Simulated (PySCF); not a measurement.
# Two-component Hartree-Fock for F(3+) (fluorine, charge +3)

Start: [He] 2s1 2p2 3s1; 2s1/2 filled at m_j = +1/2; 2p3/2 filled at m_j = +1/2, +3/2; 3s1/2 filled at m_j = +1/2. Calculated with PySCF 2.14 in x2c-SVPall-2c with one added diffuse shell of s type (4s2p1d, 15 functions): generalised Hartree-Fock with the X2C-1e Hamiltonian and a Gaussian nucleus; one run each with spin-orbit coupling (SO) switched off, then screened by Boettger's factors. This is a chosen level, not necessarily the ground level.

```tsv
spinor shell	electrons	ε, spin-free (eV)	ε, screened SO (eV)	weight of nominal j (screened SO)	rms radius, screened SO (bohr)
1s1/2	2	-816.52	-816.53	1.000	0.203
2s1/2	1	-122.21	-122.21	1.000	0.913
2p3/2	2	-103.21	-103.20	0.831	0.865
3s1/2	1	-34.785	-34.785	1.000	2.64
```

| quantity | spin-free | screened SO |
| --- | --- | --- |
| E (hartree) | -93.06964 | -93.06855 |
| M_J | 3 | 3 |
| ⟨J²⟩ | 12.001 | 12.001 |
| ⟨L²⟩ | 2.001 | 2.001 |
| ⟨S²⟩ | 6.000 | 6.000 |

Each row is a mean over spinors that exchange with the open shell spreads, by up to 7.826 eV (1s1/2).

Rows whose weight is well below 1 are mixtures of j = l ± 1/2: exchange outweighs spin-orbit coupling there, and the label is only the starting occupation.

Without spin-orbit coupling the j labels of p, d and f shells carry no meaning; the spin-free column gives the mean over the occupied spinors of each nl shell.
